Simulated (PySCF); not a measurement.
**Correlation energy of Mo⁺ (molybdenum, charge +1)**

[Kr] 4d5, high-spin 6S determinant. All numbers are calculated (PySCF 2.14, scalar relativity by spin-free X2C-1e, in ANO-RCC-VTZP). Frozen: [Ar] 3d10; 13 electrons correlated.

```json
{"level": "CCSD", "correlation energy (mhartree)": "-361.52"}
{"level": "(T)", "correlation energy (mhartree)": "-9.12"}
{"level": "CCSD(T)", "correlation energy (mhartree)": "-370.64"}
```

Diagnostics: T1 = 0.0039, D1 = 0.0064, largest double amplitude 0.023.

Task: Is a single reference adequate?

Result: Yes, within this model without spin-orbit coupling: T1 lies below 0.03 and no double amplitude reaches 0.07.
